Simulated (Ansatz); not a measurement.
Program: Ansatz. Geometries: PBE0-D4/def2-TZVP. ΔE: electronic, gas phase. CBS: MP2 limit from def2 TZ/QZ plus the TZ coupled-cluster correction, frozen cores. Functionals use def2-TZVPP. B3LYP here is the variant with VWN-RPA as its local correlation; programs differ in this. Each species was taken in one conformer, which may not be the lowest.

`CN(C)[Si]F` + `C=[C]1[CH2][AlH]1` → `CN(C)[SiH]` + `C=[C]1[AlH][CH]1F`  (redistribution)

| level | ΔE (kcal/mol) |
| --- | --- |
| PBE-QIDH | 63.7 |
| B3LYP | 61.9 |

(1) What does CCSD(T)/CBS give? (Best estimate.)

Largest T1 diagnostic among the species: 0.015.

## Answers

(1) The calculation gave: +64.0 kcal/mol. The listed levels differ from it by -0.3, -2.1 kcal/mol.

From BLYP to BHLYP (50 % exact exchange), in def2-TZVPP and without D4, ΔE moves by +4.9 kcal/mol. At CCSD(T), def2-SVP lies −6.6 kcal/mol from the extrapolated value and def2-TZVPP −1.1 kcal/mol. Leaving LDA and LC-ωPBE aside and taking each functional with its dispersion term where it has one, the values, not all of them listed here, spread over 7.2 kcal/mol, from revPBE-D4 to BHLYP-D4.
